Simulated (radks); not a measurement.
Results of a calculation; reference values are marked as such.
Q: All-electron atom: Bi4+ in [Xe] 4f14 5d9.5 6s1 6d0.5 (fractional occupations, a model configuration). Level of theory: scalar-relativistic Kohn-Sham, SCAN, spin-polarised, spherical densities, finite nucleus; open shells are filled with parallel spins first (spin-orbit coupling, left out, can overturn this in heavy ions); meta-GGA in the generalised Kohn-Sham scheme; Fermi nuclear charge, rms radius 5.5211 fm (a radial shooting solver on a logarithmic mesh with Libxc functionals). Some entries of the table are withheld. Estimate them.

orbital,occ.,eigenvalue (eV),<r^2> (bohr^2)
1s up,1,-90770.55,0.0003464
1s down,1,-90770.49,0.0003464
2s up,1,-16378.24,0.005241
2s down,1,-16378.16,0.005241
2p up,3,-14017.05,0.004485
2p down,3,-14016.97,0.004485
3s up,1,-4002.323,0.03364
3s down,1,-4002.280,0.03364
3p up,3,-3324.124,0.03499
3p down,3,-3324.069,0.03499
3d up,5,-2640.425,0.02905
3d down,5,-2640.343,0.02905
4s up,1,-961.1336,0.1602
4s down,1,-961.0272,0.1602
4p up,3,-737.9146,0.1836
4p down,3,-737.8179,0.1836
4d up,5,-481.4916,0.2057
4d down,5,-481.3620,0.2057
5s up,1,-206.4138,0.7742
5s down,1,-206.0159,0.7744
4f up,7,-200.2751,(1)
4f down,7,-200.0921,(2)
5p up,3,-143.6845,1.003
5p down,3,-143.2179,1.000
5d up,5,(3),1.634
5d down,4.5,(4),1.600
6s up,1,-54.1972,4.134
6d up,0.5,(5),11.19

A: 
(1) 4f up <r^2> (bohr^2): 0.2320
(2) 4f down <r^2> (bohr^2): 0.2317
(3) 5d up eigenvalue (eV): -72.3031
(4) 5d down eigenvalue (eV): -71.3995
(5) 6d up eigenvalue (eV): -24.4313
